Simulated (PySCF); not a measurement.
Basis and Hamiltonian dependence of the excitation energy of Ir⁺

Ir⁺ [Xe] 4f14 5d7 6s1 (5F) → Ir⁺ [Xe] 4f14 5d8 (3F). All values are computed (PySCF 2.14, energy differences of UHF-based or UKS calculations, no spin-orbit coupling). Values in eV.

```json
{"basis": "aug-cc-pVDZ-PP with ECP60MDF", "Hamiltonian": "ECP", "functions": "54", "UHF": "0.776", "PBE": "0.246", "PBE0": "0.228", "MP2 (valence)": "0.287", "CCSD(T) (valence)": "0.255", "CCSD(T) (valence and next inner shell)": "n/a"}
{"basis": "def2-TZVPPD with the def2 core potential (60 electrons)", "Hamiltonian": "ECP", "functions": "59", "UHF": "0.787", "PBE": "0.280", "PBE0": "0.260", "MP2 (valence)": "0.148", "CCSD(T) (valence)": "0.120", "CCSD(T) (valence and next inner shell)": "0.276"}
{"basis": "aug-cc-pwCVDZ-PP with ECP60MDF", "Hamiltonian": "ECP", "functions": "70", "UHF": "0.837", "PBE": "0.316", "PBE0": "0.300", "MP2 (valence)": "0.315", "CCSD(T) (valence)": "0.289", "CCSD(T) (valence and next inner shell)": "0.515"}
{"basis": "ANO-RCC-VTZP", "Hamiltonian": "spin-free X2C", "functions": "84", "UHF": "0.835", "PBE": "0.365", "PBE0": "0.331", "MP2 (valence)": "0.221", "CCSD(T) (valence)": "0.192", "CCSD(T) (valence and next inner shell)": "0.298"}
{"basis": "x2c-TZVPPall", "Hamiltonian": "spin-free X2C", "functions": "97", "UHF": "0.817", "PBE": "0.318", "PBE0": "0.290", "MP2 (valence)": "0.195", "CCSD(T) (valence)": "0.169", "CCSD(T) (valence and next inner shell)": "0.276"}
```

Frozen in the all-electron rows: valence: [Xe] 4f14; valence and next inner shell: [Kr] 4d10 4f14; with a core potential, the same shells as far as they lie outside it.

Reference for a calculation without spin-orbit coupling: 0.362 eV (measured, between term centres; NIST).
